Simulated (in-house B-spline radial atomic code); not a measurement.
A calculation on Pr5+ (an excited or competing configuration): its settings, and results tabulated from the run. All numbers are computed (Dirac-Hartree-Fock, average of configuration; Fermi nucleus of rms radius 4.8919 fm) with an all-electron radial atomic-structure program (B-spline basis), not measured.

Command:
```bash
python run_scf.py task.json out
```
Settings (nuclear radius in fm, mass in u):
```
Z                59
configuration    [Ar] 3d10 4s2 4p5 4d10 5s2 5p6 6s1
hamiltonian      dirac
method           hf
spin_polarised   False
nucleus          fermi
rms_radius       4.8919
atomic_mass      140.90766
speed_of_light   137.035999084
```

Output (hartree, bohr):
```
 radial grid: 70 intervals, B-splines of order 8, outer radius 33.6842 bohr

 iter        energy (Eh)    residual
    1       -9203.395012    9.21e-01
    2       -9220.053493    5.30e-01
    3       -9223.257589    1.48e-01
    4       -9223.557916    4.94e-02
    5       -9223.587679    1.79e-02
    6       -9223.591947    1.17e-03
    7       -9223.591966    2.18e-04
    8       -9223.591966    1.80e-05
    9       -9223.591966    3.38e-07

 total energy                     -9223.59197
 kinetic                            9921.2178
 electron-nucleus                 -22333.5518
 electron-electron                  3188.7420

 first-order corrections (not in the total)
   Gaunt                             8.7537
   retardation                      -0.9136
   frequency dependence             -0.1030
   self-energy                       6.0400
   Uehling                          -0.9040
   Wichmann-Kroll                    0.0249
   recoil                            0.0237

 orbital      occ     eigenvalue          <r>       <r^2>       <1/r>     <1/r^3>       r_max    small
 1s1/2      2.000     -1555.5583    0.0240891 0.000789358     64.6855           -     0.01541  4.78e-02
 2s1/2      2.000      -257.3479     0.102471   0.0124534     15.2999           -     0.08731  1.04e-02
 2p1/2      2.000      -242.7729    0.0861562  0.00915542     15.2397           -     0.06659  1.04e-02
 2p3/2      4.000      -224.9988    0.0924228   0.0104053     13.7615     7489.03      0.0719  9.79e-03
 3s1/2      2.000       -60.1790     0.270757   0.0838859     5.55288           -      0.2486  3.24e-03
 3p1/2      2.000       -53.9468     0.261208   0.0793082     5.44911           -       0.236  3.16e-03
 3p3/2      4.000       -50.3435     0.273232   0.0865835     5.08344     1536.89      0.2473  2.99e-03
 3d3/2      4.000       -39.6318     0.244419   0.0703642     4.94256     252.166      0.1986  2.86e-03
 3d5/2      6.000       -38.8672     0.248185   0.0724103     4.84972     228.833      0.2018  2.81e-03
 4s1/2      2.000       -15.3186     0.612766    0.422651      2.3173           -      0.5743  1.01e-03
 4p1/2      1.667       -12.9657     0.633037    0.455756      2.2065           -      0.5837  9.40e-04
 4p3/2      3.333       -12.1537     0.657762    0.491994     2.09424     338.012      0.6065  8.91e-04
 4d3/2      4.000        -8.0011     0.695318    0.556997     1.89599     47.2747      0.6207  7.53e-04
 4d5/2      6.000        -7.8524      0.70376    0.570353     1.86751     42.5866      0.6282  7.39e-04
 5s1/2      2.000        -4.3159       1.3611     2.06391    0.978463           -       1.267  2.64e-04
 5p1/2      2.000        -3.4378      1.46161     2.39594    0.915904           -       1.354  2.44e-04
 5p3/2      4.000        -3.2739      1.51441     2.57138    0.877319     68.5186       1.404  2.31e-04
 6s1/2      1.000        -1.6594      2.81225     8.73664    0.459723           -       2.699  7.81e-05
```

Run time, properties included: 0.99 s on 1 thread of Arm Neoverse V2, with other jobs on the host.

For the Dirac Hamiltonian the kinetic term is c α·p + (β - 1)c².
